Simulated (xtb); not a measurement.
xtb input (GFN1-xTB):

```bash
xtb mol.xyz --gfn 1 --sp --chrg 0 --uhf 0
```
mol.xyz:
```
15

Si    -0.00734562     0.00793610     0.02802203
C      1.54222122    -0.92365342    -0.47293366
C     -1.02256871     0.36222815    -1.50943439
N     -0.76429831    -0.97558770     1.22345825
N      0.24066713     1.54131147     0.77408762
H      2.20348547    -1.07761407     0.38250982
H      2.09872277    -0.36764226    -1.23095819
H      1.30474800    -1.90436309    -0.89468288
H     -1.97519128     0.83096823    -1.25340547
H     -1.23845772    -0.56177599    -2.05077701
H     -0.49430918     1.02877639    -2.19697546
H     -0.69645814    -1.97970548     1.19487801
H     -1.60465670    -0.67245235     1.68940281
H      0.72870941     1.61881349     1.65215696
H      0.32374924     2.38237493     0.22693019
```

Output:

```
           -------------------------------------------------
          |                Calculation Setup                |
           -------------------------------------------------

           -------------------------------------------------
          |                 G F N 1 - x T B                 |
           -------------------------------------------------

        Reference                      10.1021/acs.jctc.7b00118
      * Hamiltonian:
        H0-scaling (s, p, d)           1.850000    2.250000    2.000000
        zeta-weighting                 0.000000
      * Dispersion:
        s8                             2.400000
        a1                             0.630000
        a2                             5.000000
        s9                             0.000000
      * Repulsion:
        kExp                           1.500000
        rExp                           1.000000
      * Coulomb:
        alpha                          2.000000
        third order                    atomic
        anisotropic                    false
      * Halogen bond correction:
        rad-scale                      1.300000
        damping                        0.440000

          ...................................................
          :                      SETUP                      :
          :.................................................:
          :  # basis functions                  46          :
          :  # atomic orbitals                  45          :
          :  # shells                           31          :
          :  # electrons                        32          :
          :  # halogen bonds                     0          :
          :  max. iterations                   250          :
          :  Hamiltonian                  GFN1-xTB          :
          :  restarted?                      false          :
          :  GBSA solvation                  false          :
          :  PC potential                    false          :
          :  electronic temp.          300.0000000     K    :
          :  accuracy                    1.0000000          :
          :  -> integral cutoff          0.2500000E+02      :
          :  -> integral neglect         0.1000000E-07      :
          :  -> SCF convergence          0.1000000E-05 Eh   :
          :  -> wf. convergence          0.2000000E-04 e    :
          :  Broyden damping             0.4000000          :
          :  net charge                          0          :
          :  unpaired electrons                  0          :
          ...................................................

 iter      E             dE          RMSdq      gap      omega  full diag
   1    -18.1636202 -0.181636E+02  0.749E+00    6.33       0.0  T
   2    -18.1811796 -0.175594E-01  0.456E+00    7.13       1.0  T
   3    -18.1723246  0.885503E-02  0.736E-01    7.35       1.0  T
   4    -18.1829335 -0.106090E-01  0.225E-01    7.35       1.0  T
   5    -18.1836421 -0.708622E-03  0.375E-02    7.32       1.0  T
   6    -18.1836448 -0.264994E-05  0.973E-03    7.31       2.7  T
   7    -18.1836449 -0.758968E-07  0.148E-03    7.31      17.5  T
   8    -18.1836449 -0.315975E-07  0.167E-04    7.31     155.0  T
   9    -18.1836449 -0.276895E-09  0.717E-05    7.31     359.9  T

   *** convergence criteria satisfied after 9 iterations ***

         #    Occupation            Energy/Eh            Energy/eV
      -------------------------------------------------------------
         1        2.0000           -0.7245642             -19.7164
       ...           ...                  ...                  ...
        10        2.0000           -0.4859799             -13.2242
        11        2.0000           -0.4850716             -13.1995
        12        2.0000           -0.4668681             -12.7041
        13        2.0000           -0.4467927             -12.1578
        14        2.0000           -0.4189532             -11.4003
        15        2.0000           -0.3974816             -10.8160
        16        2.0000           -0.3906773             -10.6309 (HOMO)
        17                         -0.1219978              -3.3197 (LUMO)
        18                         -0.1200411              -3.2665
        19                         -0.1130302              -3.0757
        20                         -0.1071483              -2.9157
        21                         -0.0782872              -2.1303
       ...                                ...                  ...
        45                          1.3897967              37.8183
      -------------------------------------------------------------
                  HL-Gap            0.2686795 Eh            7.3111 eV
             Fermi-level           -0.2563376 Eh           -6.9753 eV

 SCC (total)                   0 d,  0 h,  0 min,  0.012 sec
 SCC setup                      ...        0 min,  0.000 sec (  0.767%)
 Dispersion                     ...        0 min,  0.000 sec (  0.413%)
 classical contributions        ...        0 min,  0.000 sec (  0.208%)
 integral evaluation            ...        0 min,  0.003 sec ( 24.912%)
 iterations                     ...        0 min,  0.003 sec ( 23.574%)
 molecular gradient             ...        0 min,  0.006 sec ( 48.958%)
 printout                       ...        0 min,  0.000 sec (  1.040%)

         :::::::::::::::::::::::::::::::::::::::::::::::::::::
         ::                     SUMMARY                     ::
         :::::::::::::::::::::::::::::::::::::::::::::::::::::
         :: total energy             -17.957666703343 Eh    ::
         :: gradient norm              0.025597987737 Eh/a0 ::
         :: HOMO-LUMO gap              7.311140530628 eV    ::
         ::.................................................::
         :: SCC energy               -18.183644896780 Eh    ::
         :: -> electrostatic           0.039863116744 Eh    ::
         :: repulsion energy           0.231396100212 Eh    ::
         :: dispersion energy         -0.005417906774 Eh    ::
         :: halogen bond corr.         0.000000000000 Eh    ::
         :: add. restraining           0.000000000000 Eh    ::
         :: total charge              -0.000000000000 e     ::
         :::::::::::::::::::::::::::::::::::::::::::::::::::::

           -------------------------------------------------
          |                Property Printout                |
           -------------------------------------------------

    * Orbital Energies and Occupations

         #    Occupation            Energy/Eh            Energy/eV
      -------------------------------------------------------------
         1        2.0000           -0.7245642             -19.7164
       ...           ...                  ...                  ...
         4        2.0000           -0.5924316             -16.1209
         5        2.0000           -0.5432883             -14.7836
         6        2.0000           -0.5323868             -14.4870
         7        2.0000           -0.5289997             -14.3948
         8        2.0000           -0.4958168             -13.4919
         9        2.0000           -0.4945894             -13.4585
        10        2.0000           -0.4859799             -13.2242
        11        2.0000           -0.4850716             -13.1995
        12        2.0000           -0.4668681             -12.7041
        13        2.0000           -0.4467927             -12.1578
        14        2.0000           -0.4189532             -11.4003
        15        2.0000           -0.3974816             -10.8160
        16        2.0000           -0.3906773             -10.6309 (HOMO)
        17                         -0.1219978              -3.3197 (LUMO)
        18                         -0.1200411              -3.2665
Note: The following floating-point exceptions are signalling: IEEE_DENORMAL
normal termination of xtb
        19                         -0.1130302              -3.0757
        20                         -0.1071483              -2.9157
        21                         -0.0782872              -2.1303
        22                         -0.0747576              -2.0343
        23                         -0.0590240              -1.6061
        24                         -0.0513429              -1.3971
        25                         -0.0285313              -0.7764
        26                         -0.0215042              -0.5852
        27                         -0.0011332              -0.0308
       ...                                ...                  ...
        45                          1.3897967              37.8183
      -------------------------------------------------------------
                  HL-Gap            0.2686795 Eh            7.3111 eV
             Fermi-level           -0.2563376 Eh           -6.9753 eV

  Mulliken/CM5 charges         n(s)   n(p)   n(d)
     1Si    0.35305  0.28650   1.090  1.644  0.912
     2C    -0.18743 -0.29262   0.999  3.189  0.000
     3C    -0.18743 -0.29262   0.999  3.189  0.000
     4N    -0.49833 -0.91456   1.423  4.075  0.000
     5N    -0.49833 -0.91456   1.423  4.075  0.000
     6H     0.03701  0.09293   0.963  0.000  0.000
     7H     0.03356  0.08880   0.966  0.000  0.000
     8H     0.03372  0.08894   0.966  0.000  0.000
     9H     0.03701  0.09293   0.963  0.000  0.000
    10H     0.03356  0.08880   0.966  0.000  0.000
    11H     0.03372  0.08894   0.966  0.000  0.000
    12H     0.20090  0.39486   0.799  0.000  0.000
    13H     0.20406  0.39840   0.796  0.000  0.000
    14H     0.20406  0.39840   0.796  0.000  0.000
    15H     0.20090  0.39486   0.799  0.000  0.000

Wiberg/Mayer (AO) data.
largest (>0.10) Wiberg bond orders for each atom

 ---------------------------------------------------------------------------
     #   Z sym  total        # sym  WBO       # sym  WBO       # sym  WBO
 ---------------------------------------------------------------------------
     1  14 Si   4.919 --     4 N    1.269     5 N    1.269     3 C    1.012
                             2 C    1.012
     2   6 C    3.947 --     1 Si   1.012     8 H    0.951     7 H    0.951
                             6 H    0.950
     3   6 C    3.947 --     1 Si   1.012    11 H    0.951    10 H    0.951
                             9 H    0.950
     4   7 N    3.187 --     1 Si   1.269    12 H    0.922    13 H    0.919
     5   7 N    3.187 --     1 Si   1.269    15 H    0.922    14 H    0.919
     6   1 H    1.003 --     2 C    0.950
     7   1 H    1.003 --     2 C    0.951
     8   1 H    1.001 --     2 C    0.951
     9   1 H    1.003 --     3 C    0.950
    10   1 H    1.003 --     3 C    0.951
    11   1 H    1.001 --     3 C    0.951
    12   1 H    0.962 --     4 N    0.922
    13   1 H    0.961 --     4 N    0.919
    14   1 H    0.961 --     5 N    0.919
    15   1 H    0.962 --     5 N    0.922
 ---------------------------------------------------------------------------

Topologies differ in total number of bonds
Writing topology from bond orders to xtbtopo.mol

 dipole moment from electron density (au)
     X       Y       Z
  -0.0255   0.0275   0.0971  total (Debye):    0.265

           -------------------------------------------------
          | TOTAL ENERGY              -17.957666703343 Eh   |
          | GRADIENT NORM               0.025597987737 Eh/α |
          | HOMO-LUMO GAP               7.311140530628 eV   |
           -------------------------------------------------

------------------------------------------------------------------------
------------------------------------------------------------------------
 total:
 SCF:
```
